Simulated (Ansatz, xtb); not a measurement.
Relative energy of two structures of AlHSbSi2+

Structure a is a singlet given by its coordinates and structure b is a singlet given by its coordinates. Both are isolated ions in the gas phase, relaxed with B3LYP-D3(BJ)/def2-SVP.

a (Å):

```xyz
5

Al   -1.4044   -0.9432    1.4791
Sb   -4.0316   -0.4445    1.8216
Si   -1.9714    1.3056    2.1050
Si   -4.1398    2.0452    2.4718
H    -0.3706   -2.0575    1.1075
```

Close contacts (Å): Al1–Sb2 2.70, Al1–Si3 2.40, Sb2–Si3 2.72, Sb2–Si4 2.58, Si3–Si4 2.32, Al1–H5 1.56.

b (Å):

```xyz
5

Al   -1.3915    0.0780    2.6520
Sb   -4.4925   -0.1824    0.0051
Si   -2.2241   -1.0027    0.6057
Si   -3.6357    0.9003    2.0722
H    -0.2043    0.1778    3.6653
```

Close contacts (Å): Al1–Si3 2.46, Al1–Si4 2.46, Sb2–Si3 2.49, Sb2–Si4 2.49, Al1–H5 1.56.

Question: Which of the two would you expect CCSD(T)/def2-SVP + ΔMP2/def2-TZVPP electronic energies to favour?

Answer: Structure a; the calculation gives E(b) − E(a) = +0.107 eV.

The same difference at several levels:

```json
{"level": "B3LYP-D3(BJ)/def2-SVP", "geometry": "B3LYP-D3(BJ)/def2-SVP", "E(b) − E(a) (eV)": "+0.079", "departure from the last row (eV)": "−0.028", "job, with rough time for the two": "optimisation, 24 s"}
{"level": "HF/def2-SVP", "geometry": "B3LYP-D3(BJ)/def2-SVP", "E(b) − E(a) (eV)": "+0.182", "departure from the last row (eV)": "+0.075", "job, with rough time for the two": "part of the CCSD(T) run"}
{"level": "MP2/def2-SVP", "geometry": "B3LYP-D3(BJ)/def2-SVP", "E(b) − E(a) (eV)": "+0.082", "departure from the last row (eV)": "−0.025", "job, with rough time for the two": "part of the CCSD(T) run"}
{"level": "CCSD(T)/def2-SVP", "geometry": "B3LYP-D3(BJ)/def2-SVP", "E(b) − E(a) (eV)": "+0.091", "departure from the last row (eV)": "−0.017", "job, with rough time for the two": "single point"}
{"level": "CCSD(T)/def2-SVP + ΔMP2/def2-TZVPP", "geometry": "B3LYP-D3(BJ)/def2-SVP", "E(b) − E(a) (eV)": "+0.107", "departure from the last row (eV)": "", "job, with rough time for the two": "single point, 18 s"}
```

None of the levels shown reverses the order. The largest departure from CCSD(T)/def2-SVP + ΔMP2/def2-TZVPP is that of HF/def2-SVP, 0.075 eV. Levels run at GFN2-xTB geometries aren't shown. The last row adds to CCSD(T) the change of the MP2 difference between the two basis sets, here +0.017 eV.

With harmonic frequencies from B3LYP-D3(BJ)/def2-SVP (ideal gas, rigid rotor, one conformer each, 298.15 K, 1 atm): the zero-point term adds +0.001 eV; ΔH is +0.108 and ΔG +0.124 eV.

The correlated steps freeze 19 core orbitals; the filled d shell of Sb is correlated, in a basis made for valence electrons. Atoms past krypton carry core potentials in the def2 sets and no spin–orbit term is included. Codes used: Ansatz 0.2.0; the last row on 1 thread of Intel(R) Xeon(R) 6975P-C (Granite Rapids) on a shared host.
